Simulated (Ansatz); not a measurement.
`Sc1ccc(-c2ccc(-c3ccccc3)cc2)cc1` with charge -1. Total charge -1; doublet. Geometry r2SCAN-D4/def2-SVP; atoms count from 1.

Cartesian coordinates in Å:
```
S -0.0248 -1.7348 -7.1081
C -0.0350 -1.3250 -5.3787
C -0.7162 -0.1825 -4.9007
C -0.7004 0.1527 -3.5557
C -0.0037 -0.6258 -2.5775
C 0.0105 -0.2758 -1.1720
C 0.5451 -1.1386 -0.1650
C 0.5553 -0.8045 1.1762
C 0.0457 0.4356 1.6647
C 0.0675 0.7922 3.0741
C -0.1489 2.1291 3.5233
C -0.1260 2.4684 4.8718
C 0.1136 1.4996 5.8613
C 0.3299 0.1745 5.4465
C 0.3081 -0.1705 4.0993
C -0.4853 1.2999 0.6613
C -0.5085 0.9615 -0.6785
C 0.6798 -1.7739 -3.0901
C 0.6684 -2.1084 -4.4353
H -1.1190 -2.5513 -7.1633
H -1.2703 0.4404 -5.6110
H -1.2613 1.0362 -3.2406
H 0.9559 -2.1109 -0.4513
H 0.9993 -1.5169 1.8783
H -0.3090 2.9211 2.7868
H -0.2875 3.5136 5.1608
H 0.1316 1.7689 6.9217
H 0.5091 -0.6074 6.1938
H 0.4526 -1.2189 3.8248
H -0.9177 2.2614 0.9544
H -0.9325 1.6856 -1.3798
H 1.2564 -2.4051 -2.4091
H 1.2173 -2.9902 -4.7825
```

Single mean-field runs in def2-TZVP are fitted with def2-universal-jkfit. The highest occupied level of the relaxed charge -1 doublet lies above zero (up to 0.31 eV). By energy differences its removal costs 0.55 eV (each at its own geometry, to the charge 0 singlet, at PBE0-D4/def2-TZVP); self-interaction error and the lack of diffuse functions both raise the level.

(1) Estimate the Mulliken populations of the heavy atoms from the PBE0/def2-TZVP orbitals of Ansatz.

(2) Where does the spin sit?

(3) And the Mayer bond orders between bonded heavy atoms (over 0.3)?

## Answers

(1) 
| atom | charge (e) | spin (α − β) |
| --- | --- | --- |
| S1 | -0.33 | 0.00 |
| C2 | 0.10 | 0.18 |
| C3 | -0.18 | -0.04 |
| C4 | -0.21 | 0.10 |
| C5 | 0.16 | 0.05 |
| C6 | 0.20 | 0.12 |
| C7 | -0.23 | 0.06 |
| C8 | -0.22 | 0.01 |
| C9 | 0.17 | 0.17 |
| C10 | 0.13 | -0.01 |
| C11 | -0.21 | 0.10 |
| C12 | -0.12 | -0.05 |
| C13 | -0.17 | 0.15 |
| C14 | -0.12 | -0.05 |
| C15 | -0.22 | 0.10 |
| C16 | -0.21 | 0.01 |
| C17 | -0.23 | 0.06 |
| C18 | -0.21 | 0.10 |
| C19 | -0.18 | -0.04 |
Mulliken values and Mayer orders depend strongly on the basis.

(2) Summed by element: S 0.00, C 1.01, H -0.01, of 1 unpaired in all. Largest on single atoms: C2 0.18, C9 0.17, C13 0.15.

(3) S1–C2 0.89 (1.78 Å); C2–C3 1.28 (1.41 Å); C2–C19 1.28 (1.41 Å); C3–C4 1.53 (1.39 Å); C4–C5 1.25 (1.43 Å); C5–C6 1.11 (1.45 Å); C5–C18 1.25 (1.43 Å); C6–C7 1.22 (1.43 Å); C6–C17 1.22 (1.43 Å); C7–C8 1.60 (1.38 Å); C8–C9 1.24 (1.43 Å); C9–C10 1.05 (1.45 Å); C9–C16 1.24 (1.43 Å); C10–C11 1.31 (1.43 Å); C10–C15 1.31 (1.43 Å); C11–C12 1.51 (1.39 Å); C12–C13 1.37 (1.41 Å); C13–C14 1.37 (1.41 Å); C14–C15 1.51 (1.39 Å); C16–C17 1.60 (1.38 Å); C18–C19 1.54 (1.39 Å).
